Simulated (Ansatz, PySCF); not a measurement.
Spin states of COOs (SMILES [O+]#[C-]->[Os]), each relaxed with B3LYP-D3(BJ)/def2-TZVP.
State 1 (charge 0, multiplicity 3):
| atom | x (Å) | y (Å) | z (Å) |
|---|---|---|---|
| Os | -1.0118 | -0.8084 | -0.9236 |
| O | 0.8564 | 0.7302 | 0.7569 |
| C | 0.1223 | 0.1257 | 0.0965 |
State 2 (charge 0, multiplicity 1):
```xyz
3

Os    -1.01121    -0.80786    -0.92307
O      0.85573     0.72967     0.75629
C      0.12231     0.12566     0.09656
```

Singlets are restricted, other states unrestricted; no spin–orbit coupling, no relativity up to Kr; see below for the cores. The largest T1 diagnostic is 0.053.

Correlated levels freeze the inner cores; with def2 sets outer-core shells near the valence are correlated too. CBS: X⁻³ extrapolation of the correlation energy, Hartree–Fock from the larger set.

The values were computed with Ansatz (Gaussian orbitals); PySCF for the dispersion terms. Each number belongs to the level named beside it. In def2 rows elements past Kr take small-core potentials, without spin–orbit coupling.

PBE/def2-TZVPP gives 24.30 kcal/mol for the energy of the multiplicity-1 state less that of the multiplicity-3 state.

**Question.** Where do these levels fall relative to PBE: PBE-D3(BJ)/def2-TZVPP, r2SCAN/def2-TZVPP, PBE0/def2-TZVPP, wB97M-V/def2-TZVPP, B2PLYP/def2-TZVPP, CCSD(T)/CBS(def2-SVP, def2-TZVPP).

**Answer.** PBE-D3(BJ)/def2-TZVPP 0.00; r2SCAN/def2-TZVPP 3.06; PBE0/def2-TZVPP 0.98; wB97M-V/def2-TZVPP -2.43; B2PLYP/def2-TZVPP -1.92; CCSD(T)/CBS(def2-SVP, def2-TZVPP) -4.54 kcal/mol. 2 of 6 lie above PBE; the widest gap is to CCSD(T)/CBS(def2-SVP, def2-TZVPP).

Doubts at one or more of the structures used: a restricted determinant that unrestricted orbitals would lower (B2PLYP/def2-TZVPP, CCSD(T)/CBS(def2-SVP, def2-TZVPP)); a spin-contaminated determinant (CCSD(T)/CBS(def2-SVP, def2-TZVPP)); T1 above 0.05 (CCSD(T)/CBS(def2-SVP, def2-TZVPP)).

Ansatz is an electronic-structure program.
